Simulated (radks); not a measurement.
Neutral europium inside a hard spherical wall (all orbitals vanish at R), configuration held at [Xe] 4f7 6s2 and not refilled when levels cross. Calculated with a radial shooting solver on a logarithmic mesh with Libxc functionals: scalar-relativistic Kohn-Sham, LDA (Slater exchange, VWN5 correlation), spin-polarised, spherical densities, finite nucleus; open shells are filled with parallel spins first (spin-orbit coupling, left out, can overturn this in heavy ions); Fermi nuclear charge, rms radius 5.1115 fm. Eigenvalues in eV for spin up, with the zero of energy where the potential of the charges vanishes at infinity; a dash marks a level that is unbound or too diffuse for the functional's potential to be trusted. A positive occupied level is held by the wall or, in an anion where self-interaction has pushed it up, behind a barrier. The pressure on the wall is -dE/dV.

\begin{tabular}{lrrrrrrrrr}
R (bohr) & E (hartree) & kinetic (hartree) & e(5s) & e(5p) & e(4f) & e(6s) & e(5d, empty) & e(6p, empty) & pressure (GPa) \\ \hline
free & -10836.2379 & 11604.667 & -45.773 & -24.640 & -4.245 & -3.865 & -1.953 & -1.287 & 0 \\
20 & -10836.2379 & 11604.667 & -45.773 & -24.640 & -4.245 & -3.865 & -1.953 & -1.286 & < 0.0001 \\
6 & -10836.1160 & 11605.253 & -43.411 & -22.347 & -1.879 & -1.023 & 0.393 & 3.580 & 7.45 \\
4 & -10835.2692 & 11608.492 & -37.844 & -17.052 & 4.236 & 11.874 & 7.493 & 21.720 & 171 \\
3.5 & -10834.4014 & 11611.782 & -34.115 & -13.322 & 8.659 & 22.907 & 12.816 & 35.825 & 477 \\
3 & -10832.4362 & 11619.019 & -27.446 & -6.197 & 16.723 & 44.759 & 22.888 & 62.179 & 1540 \\
2.5 & -10827.4550 & 11636.218 & -13.991 & 9.152 & 32.205 & 91.617 & 43.984 & 115.71 & 5920 \\
2 & -10812.9174 & 11682.308 & 19.108 & 48.050 & 64.022 & 203.20 & 94.809 & 237.59 & 29000 \\
\end{tabular}
